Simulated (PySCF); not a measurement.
Ligand exchange on a metal centre used in film growth or etching (Hf Cl-H). All species are isolated molecules in the gas phase.

The HOMO–LUMO gap from two functionals at the same geometries (r2SCAN-D4/def2-SVP), both in PySCF: PBE-D3(BJ)/def2-TZVP and B3LYP-D3(BJ)/def2-TZVP. B3LYP has the VWN-RPA correlation part, as in Gaussian. 

```csv
species,PBE-D3(BJ)/def2-TZVP (eV),B3LYP-D3(BJ)/def2-TZVP (eV)
0 of 4 Cl replaced by H ([Hf(Cl)4]),5.29,7.00
2 of 4 Cl replaced by H,4.14,5.99
3 of 4 Cl replaced by H ([Hf(Cl)(H)3]),4.13,5.99
4 of 4 Cl replaced by H,4.05,5.93
```

Over these rows, drawn at random from the members with no instability flagged (it was tested for open shells, ions and some series alone), PBE minus B3LYP-D3(BJ): mean -1.82 eV, from -1.88 eV to -1.71 eV.
